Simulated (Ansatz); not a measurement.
`[BH2][AlH][O]C` + H₂O → `[BH2][AlH][OH]` + CH₃OH at 298.15 K and 1 bar (formal hydrolysis of the Al–O bond).

Program: Ansatz. Geometries: PBE0-D4/def2-TZVP. ΔE: electronic, gas phase. CBS: MP2 limit from def2 TZ/QZ plus the TZ coupled-cluster correction, frozen cores. This one scheme is used for every species. Each species was taken in one conformer, which may not be the lowest.

| species | CCSD(T)/CBS energy (Eh) | H − E (kJ/mol) | S (J/(mol·K)) |
| --- | --- | --- | --- |
| `[BH2][AlH][O]C` | -383.62766 | 200.1 | 344.8 |
| H₂O | -76.37941 | 66.4 | 188.7 |
| `[BH2][AlH][OH]` | -344.39123 | 121.0 | 298.3 |
| CH₃OH | -115.61712 | 146.3 | 238.2 |

H − E and S are ideal-gas, rigid-rotor, harmonic terms from PBE0-D4/def2-TZVP, for one conformer and one mirror image of each species. 1 Eh = 2625.50 kJ/mol, R = 8.31446 J/(mol·K).

Task: By hand: ΔE, ΔH, ΔS and ΔG.

Result: ΔE = (-344.39123) + (-115.61712) − (-383.62766) − (-76.37941) = -0.00128 Eh = -3.4 kJ/mol. Δ(H − E) = 121.0 + 146.3 − 200.1 − 66.4 = 0.8, so ΔH = -2.6 kJ/mol. ΔS = 298.3 + 238.2 − 344.8 − 188.7 = 3.0 J/(mol·K). ΔG = -2.6 − 298.15 × (3.0)/1000 = -3.5 kJ/mol.

Task: By hand: the equilibrium constant, and the temperature at which ΔG would vanish if ΔH and ΔS stayed fixed.

Result: log₁₀ K = −ΔG/(RT ln 10) = 0.6. ΔH and −TΔS have one sign here, so there is no such temperature.

TΔS isn't small against ΔH here. The sign of ΔG lies within the doubt. A doubt of 5 kJ/mol in ΔE shifts log₁₀ K by 0.9 here. Other conformers and mirror images would add mixing entropy, several J/(mol·K) or more a flexible species. These are equilibria of isolated gas molecules and say nothing of rates. Largest T1 diagnostic: 0.012 (customary marks: 0.02 for closed shells, 0.045 for open ones).

ΔS is within the doubt of such terms, so its sign, and with it that verdict, could turn.
